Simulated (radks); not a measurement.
Task: These are the eigenvalues of the occupied orbitals of an atom or ion with whole-number occupations (Ry). Method: scalar-relativistic Kohn-Sham, LB94 model potential, spin-polarised, spherical densities, finite nucleus; Fermi nuclear charge, rms radius of each element as measured or else 0.836 A^(1/3) + 0.57 fm; computed with a radial shooting solver on a logarithmic mesh with Libxc functionals.

| orbital | eigenvalue |
|---|---|
| 1s | -3284.858 |
| 2s | -599.3595 |
| 2p | -545.0614 |
| 3s | -188.9568 |
| 3p | -171.7533 |
| 3d | -148.3201 |
| 4s | -88.74993 |

Which element is it, and in what charge state? The configuration may be excited. Open shells, if any, are filled with parallel spins first.

Result: Z = 60, neodymium, charge +30: Nd30+ in [Ar] 3d10 4s2. The list shows which subshells hold electrons but not how many an open one holds; the 1s level, -1642.4 hartree, gives Z - s = 57.3 by -(Z - s)^2/2, which with screening and relativity narrows Z to a few neighbours, and the depths of the outer levels then fix element, charge and occupations together.
